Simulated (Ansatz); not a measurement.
Ansatz (a first-principles code) input (wB97X-V/def2-TZVPD):

Ansatz 0.2 input:
```yaml
crystal:
  periodic: [false, false, false]
  atoms:
    - {symbol: B, position_ang: [0.47711433, 0.06454583, -0.02484595]}
    - {symbol: F, position_ang: [0.68599622, -1.23554677, -0.19454781]}
    - {symbol: F, position_ang: [1.51669143, 0.87899531, 0.00440865]}
    - {symbol: O, position_ang: [-0.76411204, 0.58432440, 0.12054682]}
    - {symbol: C, position_ang: [-1.90761067, -0.15799048, 0.09323758]}
    - {symbol: H, position_ang: [-2.81268111, 0.39215245, 0.28183084]}
    - {symbol: H, position_ang: [-1.83851896, -1.23257076, 0.02985141]}
basis:
  gaussian:
    orbitals: def2-TZVPD
hamiltonian:
  xc: {name: wB97X-V}
magnetization: {spin_polarized: true, initial_magnetization: 1}
output: {forces: true}
```

End of the output:

```
integrals: 0.15 GiB planned
1019 factors; their error is unknown
integrals: 0.19 GiB planned
336 factors; integrals over basis functions are off by at most 1.8e-5 eV
mean field: 1.85 GiB planned
mean field evaluation 1: about -9226.7393 eV, gradient 3.4e1 eV
mean field evaluation 2: about -9227.4256 eV, gradient 3.4e1 eV
mean field evaluation 4: about -9230.3000 eV, gradient 1.1e0 eV
mean field evaluation 8: about -9230.3101 eV, gradient 5.9e-2 eV
mean field evaluation 16: about -9230.3162 eV, gradient 1.4e-4 eV
mean field -9230.31620043 eV, -339.2078638329 hartree, gradient 7.3e-5 eV, S^2 0.753509; 0 other end points of the search recorded, 0 dependent functions left out
the calculation of the forces begins
reference -9230.31619827 eV, -339.2078637534 hartree; 20, 19 occupied and 192, 193 virtual orbitals, 1019 factors
Total energy: -9230.31619827 eV, -339.2078637534 hartree
Atom 0 at     0.477114     0.064546    -0.024846 Å, force    -0.004877    -0.055061    -0.010336 eV/Å
Atom 1 at     0.685996    -1.235547    -0.194548 Å, force     0.005403    -0.075337    -0.008763 eV/Å
Atom 2 at     1.516691     0.878995     0.004409 Å, force     0.062174     0.044254     0.002366 eV/Å
Atom 3 at    -0.764112     0.584324     0.120547 Å, force    -0.089603     0.136366     0.027681 eV/Å
Atom 4 at    -1.907611    -0.157990     0.093238 Å, force     0.085742    -0.003032    -0.026611 eV/Å
Atom 5 at    -2.812681     0.392152     0.281831 Å, force    -0.084894     0.062786     0.020604 eV/Å
Atom 6 at    -1.838519    -1.232571     0.029851 Å, force     0.026054    -0.109976    -0.004940 eV/Å
Dipole moment:    -0.298595    -0.106214     0.031808 e Å
```

It need not be the lowest isomer of its formula.
